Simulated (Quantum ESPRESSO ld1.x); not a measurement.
ld1.x (Quantum ESPRESSO 7.5) input

```
 &input
    zed=67.0,
    iswitch=1,
    rel=1,
    lsd=1,
    dft='PW',
    config='[Xe] 4f11 6s1 7f1',
    dx=0.01,
    rmax=200,
    verbosity='high',
    prefix='ld1',
    max_out_wfc=37,
    file_charge='ld1.rho',
 /
```

Output:

```
     Program LD1 v.7.5 starts

     --------------------------- All-electron run ----------------------------

     scalar relativistic calculation

     atomic number is 67.00
     dft =PW   lsd =1 sic =0 latt =0  beta=0.20 tr2=1.0E-14
     Exchange-correlation= PW
                           (   1   4   0   0   0   0   0)
     mesh =1751 r(mesh) = 199.39891 a.u. xmin = -8.00 dx = 0.01000
     1 Ry =  13.60569312 eV, c = 137.03599908

     n l     nl                  e(Ry)          e(Ha)          e(eV)
     1 0     1S 1( 1.00)   -4075.935683942   -2037.967841971 -55455.9301048
     2 0     2S 1( 1.00)    -682.181280244    -341.090640122  -9281.5491533
     2 1     2P 1( 3.00)    -604.633522846    -302.316761423  -8226.4581637
     3 0     3S 1( 1.00)    -152.674483914     -76.337241957  -2077.2421759
     3 1     3P 1( 3.00)    -128.979713294     -64.489856647  -1754.8583982
     4 0     4S 1( 1.00)     -30.520868396     -15.260434198   -415.2575692
     4 1     4P 1( 3.00)     -22.718689359     -11.359344680   -309.1035156
     3 2     3D 1( 5.00)     -98.850945317     -49.425472659  -1344.9356269
     5 0     5S 1( 1.00)      -4.176208543      -2.088104271    -56.8202119
     5 1     5P 1( 3.00)      -2.362785074      -1.181392537    -32.1473286
     4 2     4D 1( 5.00)     -12.180341327      -6.090170663   -165.7219862
     4 3     4F 1( 7.00)      -0.732068105      -0.366034053     -9.9602940
     6 0     6S 1( 1.00)      -0.636981342      -0.318490671     -8.6665727
     7 3     7F 1( 1.00)      -0.022182573      -0.011091286     -0.3018093
     1 0     1S 2( 1.00)   -4075.934852922   -2037.967426461 -55455.9187982
     2 0     2S 2( 1.00)    -682.176761658    -341.088380829  -9281.4876748
     2 1     2P 2( 3.00)    -604.630116937    -302.315058469  -8226.4118240
     3 0     3S 2( 1.00)    -152.581919479     -76.290959739  -2075.9827725
     3 1     3P 2( 3.00)    -128.887708884     -64.443854442  -1753.6066144
     4 0     4S 2( 1.00)     -30.330253742     -15.165126871   -412.6641248
     4 1     4P 2( 3.00)     -22.530930613     -11.265465306   -306.5489277
     3 2     3D 2( 5.00)     -98.779110731     -49.389555366  -1343.9582676
     5 0     5S 2( 1.00)      -4.082245557      -2.041122779    -55.5417803
     5 1     5P 2( 3.00)      -2.288969959      -1.144484980    -31.1430228
     4 2     4D 2( 5.00)     -11.996880901      -5.998440451   -163.2258800
     4 3     4F 2( 4.00)      -0.572318231      -0.286159116     -7.7867862
     6 0     6S 2( 0.00)      -0.571950800      -0.285975400     -7.7817871
     7 3     7F 2( 0.00)      -0.018607220      -0.009303610     -0.2531641

     final scf error:  9.5E-15 reached in  47 iterations

     Etot =  -25216.231801 Ry,  -12608.115900 Ha, -343084.311600 eV
     Total magnetization:    5.00 Bohr mag.

     Ekin =   27267.449372 Ry,   13633.724686 Ha,  370992.548399 eV
     Encl =  -61788.362436 Ry,  -30894.181218 Ha, -840673.497880 eV
     Eh   =    9828.887016 Ry,    4914.443508 Ha,  133728.820476 eV
     Exc  =    -524.205752 Ry,    -262.102876 Ha,   -7132.182595 eV

     normalization and overlap integrals

     s(1S/1S) =  1.000000  <r> =   0.0208  <r2> =    0.0006  r(max) =   0.0131
     s(1S/2S) = -0.025428
     s(1S/3S) = -0.011058
     s(1S/4S) = -0.005351
     s(1S/5S) = -0.002152
     s(1S/6S) = -0.000690
     s(2S/2S) =  1.000000  <r> =   0.0881  <r2> =    0.0092  r(max) =   0.0747
     s(2S/3S) = -0.006979
     s(2S/4S) = -0.003228
     s(2S/5S) = -0.001287
     s(2S/6S) = -0.000412
     s(2P/2P) =  1.000000  <r> =   0.0781  <r2> =    0.0074  r(max) =   0.0605
     s(2P/3P) = -0.005595
     s(2P/4P) = -0.002444
     s(2P/5P) = -0.000854
     s(3S/3S) =  1.000000  <r> =   0.2301  <r2> =    0.0605  r(max) =   0.2113
     s(3S/4S) = -0.002294
     s(3S/5S) = -0.000887
     s(3S/6S) = -0.000283
     s(3P/3P) =  1.000000  <r> =   0.2291  <r2> =    0.0608  r(max) =   0.2071
     s(3P/4P) = -0.001950
     s(3P/5P) = -0.000662
     s(4S/4S) =  1.000000  <r> =   0.5191  <r2> =    0.3043  r(max) =   0.4845
     s(4S/5S) = -0.000605
     s(4S/6S) = -0.000191
     s(4P/4P) =  1.000000  <r> =   0.5504  <r2> =    0.3448  r(max) =   0.5042
     s(4P/5P) = -0.000456
     s(3D/3D) =  1.000000  <r> =   0.2080  <r2> =    0.0508  r(max) =   0.1695
     s(3D/4D) = -0.001402
     s(5S/5S) =  1.000000  <r> =   1.2727  <r2> =    1.8264  r(max) =   1.1335
     s(5S/6S) = -0.000098
     s(5P/5P) =  1.000000  <r> =   1.5149  <r2> =    2.6187  r(max) =   1.2909
     s(4D/4D) =  1.000000  <r> =   0.5966  <r2> =    0.4134  r(max) =   0.5248
     s(4F/4F) =  1.000000  <r> =   0.8396  <r2> =    0.9679  r(max) =   0.5248
     s(4F/7F) =  0.000156
     s(6S/6S) =  1.000000  <r> =   3.6121  <r2> =   14.6779  r(max) =   3.1434
     s(7F/7F) =  1.000000  <r> =  41.8852  <r2> = 1999.4438  r(max) =  48.6819
     s(1S/1S) =  1.000000  <r> =   0.0208  <r2> =    0.0006  r(max) =   0.0131
     s(1S/2S) = -0.025429
     s(1S/3S) = -0.011062
     s(1S/4S) = -0.005349
     s(1S/5S) = -0.002133
     s(1S/6S) = -0.000683
     s(2S/2S) =  1.000000  <r> =   0.0881  <r2> =    0.0092  r(max) =   0.0747
     s(2S/3S) = -0.006982
     s(2S/4S) = -0.003227
     s(2S/5S) = -0.001276
     s(2S/6S) = -0.000408
     s(2P/2P) =  1.000000  <r> =   0.0781  <r2> =    0.0074  r(max) =   0.0605
     s(2P/3P) = -0.005598
     s(2P/4P) = -0.002442
     s(2P/5P) = -0.000845
     s(3S/3S) =  1.000000  <r> =   0.2301  <r2> =    0.0605  r(max) =   0.2113
     s(3S/4S) = -0.002294
     s(3S/5S) = -0.000880
     s(3S/6S) = -0.000280
     s(3P/3P) =  1.000000  <r> =   0.2290  <r2> =    0.0608  r(max) =   0.2071
     s(3P/4P) = -0.001949
     s(3P/5P) = -0.000655
     s(4S/4S) =  1.000000  <r> =   0.5192  <r2> =    0.3044  r(max) =   0.4845
     s(4S/5S) = -0.000600
     s(4S/6S) = -0.000189
     s(4P/4P) =  1.000000  <r> =   0.5506  <r2> =    0.3450  r(max) =   0.5042
     s(4P/5P) = -0.000451
     s(3D/3D) =  1.000000  <r> =   0.2079  <r2> =    0.0507  r(max) =   0.1695
     s(3D/4D) = -0.001401
     s(5S/5S) =  1.000000  <r> =   1.2795  <r2> =    1.8458  r(max) =   1.1335
     s(5S/6S) = -0.000097
     s(5P/5P) =  1.000000  <r> =   1.5234  <r2> =    2.6464  r(max) =   1.3038
     s(4D/4D) =  1.000000  <r> =   0.5971  <r2> =    0.4143  r(max) =   0.5248
     s(4F/4F) =  1.000000  <r> =   0.8638  <r2> =    1.0443  r(max) =   0.5248
     s(4F/7F) =  0.000507
     s(6S/6S) =  1.000000  <r> =   3.6780  <r2> =   15.3003  r(max) =   3.1750
     s(7F/7F) =  1.000000  <r> =  34.5910  <r2> = 1536.0640  r(max) =  24.6631

     ------------------------ End of All-electron run ------------------------
```

Run on one thread of a shared host, so times are rough (Intel(R) Xeon(R) Processor @ 2.60GHz): 0.91 s of CPU time, 0.94 s wall, 47 iterations on 1751 mesh points.
